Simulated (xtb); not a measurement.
xtb input (GFN2-xTB):

```bash
xtb mol.xyz --gfn 2 --ohess tight --chrg -1 --uhf 0
```
mol.xyz:
```
7

F      1.54781520    -0.88606744     0.52263748
Si     0.90050667     0.25641416    -0.56743785
Si    -1.43820490     0.23039403     0.09098884
H      1.08322040     1.50826447     0.30525806
H     -1.93701382     0.29874762     1.55806028
H     -2.18639009     1.31664115    -0.57220067
H     -2.21215300    -1.03789581    -0.32113194
```

Output:

```
           -------------------------------------------------
          |                Calculation Setup                |
           -------------------------------------------------

           -------------------------------------------------
          |                 G F N 2 - x T B                 |
           -------------------------------------------------

        Reference                      10.1021/acs.jctc.8b01176
      * Hamiltonian:
        H0-scaling (s, p, d)           1.850000    2.230000    2.230000
        zeta-weighting                 0.500000
      * Dispersion:
        s8                             2.700000
        a1                             0.520000
        a2                             5.000000
        s9                             5.000000
      * Repulsion:
        kExp                           1.500000    1.000000
        rExp                           1.000000
      * Coulomb:
        alpha                          2.000000
        third order                    shell-resolved
        anisotropic                    true
        a3                             3.000000
        a5                             4.000000
        cn-shift                       1.200000
        cn-exp                         4.000000
        max-rad                        5.000000

          ...................................................
          :                      SETUP                      :
          :.................................................:
          :  # basis functions                  28          :
          :  # atomic orbitals                  26          :
          :  # shells                           12          :
          :  # electrons                        20          :
          :  max. iterations                   250          :
          :  Hamiltonian                  GFN2-xTB          :
          :  restarted?                      false          :
          :  GBSA solvation                  false          :
          :  PC potential                    false          :
          :  electronic temp.          300.0000000     K    :
          :  accuracy                    1.0000000          :
          :  -> integral cutoff          0.2500000E+02      :
          :  -> integral neglect         0.1000000E-07      :
          :  -> SCF convergence          0.1000000E-05 Eh   :
          :  -> wf. convergence          0.1000000E-03 e    :
          :  Broyden damping             0.4000000          :
          :  net charge                         -1          :
          :  unpaired electrons                  0          :
          ...................................................

 iter      E             dE          RMSdq      gap      omega  full diag
   1    -10.3738989 -0.103739E+02  0.103E+01    3.09       0.0  T
   2    -10.4207263 -0.468274E-01  0.893E+00    2.32       1.0  T
   3    -10.4414557 -0.207294E-01  0.485E+00    3.02       1.0  T
   4    -10.4463586 -0.490286E-02  0.140E+00    3.02       1.0  T
   5    -10.4468022 -0.443570E-03  0.446E-01    3.08       1.0  T
   6    -10.4470854 -0.283207E-03  0.334E-01    3.03       1.0  T
[...]

      molecular mass/u    :       79.2011636
   center of mass at/Å    :        0.0535174      -0.0003426       0.0249835
  moments of inertia/u·Å² :        0.3082398E+02   0.1426826E+03   0.1644588E+03
rotational constants/cm⁻¹ :        0.5469000E+00   0.1181478E+00   0.1025037E+00

 * 4 selected distances

     #   Z          #   Z                                           value/Å
     2  14 Si       3  14 Si                                      2.2352958 (max)
     3  14 Si       5   1 H                                       1.5047041
     3  14 Si       6   1 H                                       1.5030439
     3  14 Si       7   1 H                                       1.4985536 (min)

 * 2 distinct bonds (by element types)

   Z      Z             #   av. dist./Å        max./Å        min./Å
   1 H   14 Si          3     1.5021006     1.5047041     1.4985536
  14 Si  14 Si          1     2.2352958     2.2352958     2.2352958

           -------------------------------------------------
          |               Frequency Printout                |
           -------------------------------------------------
 projected vibrational frequencies (cm⁻¹)
eigval :       -0.00    -0.00     0.00     0.00     0.00     0.00
eigval :      142.61   181.10   418.78   440.68   525.72   594.04
Molecule has no symmetry elements
It seems to be the C1 point group
eigval :      608.36   735.67   878.57   920.03   947.00  1637.65
eigval :     1799.79  1825.54  1901.36
 reduced masses (amu)
   1: 21.22   2: 23.36   3: 23.41   4: 22.04   5: 24.37   6: 19.82   7:  6.56   8: 18.08
   9:  3.61  10:  6.59  11: 21.44  12: 18.10  13: 11.50  14:  3.47  15:  1.85  16:  3.33
  17:  1.64  18:  1.86  19:  1.93  20:  1.91  21:  1.51
 IR intensities (km·mol⁻¹)
   1:  5.10   2:  6.27   3:  9.14   4:  2.04   5: 11.18   6:  3.15   7:  6.64   8:  2.65
   9: 41.18  10: 82.67  11: 98.97  12: 33.78  13:112.01  14:139.59  15:256.32  16:804.59
  17:175.60  18:921.43  19:907.99  20:******  21:439.34
 Raman intensities (Ä⁴*amu⁻¹)
   1:  0.00   2:  0.00   3:  0.00   4:  0.00   5:  0.00   6:  0.00   7:  0.00   8:  0.00
   9:  0.00  10:  0.00  11:  0.00  12:  0.00  13:  0.00  14:  0.00  15:  0.00  16:  0.00
  17:  0.00  18:  0.00  19:  0.00  20:  0.00  21:  0.00
 output can be read by thermo (or use thermo option).
 writing <g98.out> molden fake output.
 recommended (thermochemical) frequency scaling factor: 1.0
           -------------------------------------------------
          |             Thermodynamic Functions             |
           -------------------------------------------------

c1  symmetry found (for desy threshold:  0.10E+00) used in thermo

          ...................................................
          :                      SETUP                      :
          :.................................................:
          :  # frequencies                          15      :
          :  # imaginary freq.                       0      :
          :  linear?                             false      :
          :  only rotor calc.                    false      :
          :  symmetry                               c1      :
          :  rotational number                       1      :
          :  scaling factor                  1.0000000      :
          :  rotor cutoff                   50.0000000 cm⁻¹ :
          :  imag. cutoff                  -20.0000000 cm⁻¹ :
          :.................................................:

    mode    ω/cm⁻¹     T·S(HO)/kcal·mol⁻¹    T·S(FR)/kcal·mol⁻¹   T·S(vib)
   ------------------------------------------------------------------------
       1    142.61    -0.82544 ( 98.51%)    -0.74575 (  1.49%)    -0.82426
       2    181.10    -0.69084 ( 99.42%)    -0.67504 (  0.58%)    -0.69074
   ------------------------------------------------------------------------

   temp. (K)  partition function   enthalpy   heat capacity  entropy
                                   cal/mol     cal/K/mol   cal/K/mol   J/K/mol
 298.15  VIB   5.87                 1627.929     12.136      8.973
         ROT  0.650E+05              888.752      2.981     25.003
         INT  0.381E+06             2516.681     15.117     33.976
         TR   0.682E+27             1481.254      4.968     39.005
         TOT                        3997.9353    20.0854    72.9812   305.3532

       T/K    H(0)-H(T)+PV         H(T)/Eh          T*S/Eh         G(T)/Eh
   ------------------------------------------------------------------------
    298.15    0.637112E-02    0.372560E-01    0.346757E-01    0.258033E-02
   ------------------------------------------------------------------------

         :::::::::::::::::::::::::::::::::::::::::::::::::::::
         ::                  THERMODYNAMIC                  ::
         :::::::::::::::::::::::::::::::::::::::::::::::::::::
         :: total free energy         -10.428762271732 Eh   ::
         ::.................................................::
         :: total energy              -10.431342604445 Eh   ::
         :: zero point energy           0.030884927625 Eh   ::
         :: G(RRHO) w/o ZPVE           -0.028304594912 Eh   ::
         :: G(RRHO) contrib.            0.002580332713 Eh   ::
         :::::::::::::::::::::::::::::::::::::::::::::::::::::

optimized geometry written to: xtbopt.xyz

           -------------------------------------------------
          | TOTAL ENERGY              -10.431342604445 Eh   |
Note: The following floating-point exceptions are signalling: IEEE_UNDERFLOW_FLAG IEEE_DENORMAL
normal termination of xtb
          | TOTAL ENTHALPY            -10.394086561429 Eh   |
          | TOTAL FREE ENERGY         -10.428762271732 Eh   |
          | GRADIENT NORM               0.000402199568 Eh/α |
          | HOMO-LUMO GAP               3.089651497657 eV   |
           -------------------------------------------------

------------------------------------------------------------------------
------------------------------------------------------------------------
 total:
 SCF:
 ANC optimizer:
 analytical hessian:
```

It need not be the lowest isomer of its formula. Whether it binds its extra electron was not tested at this geometry.
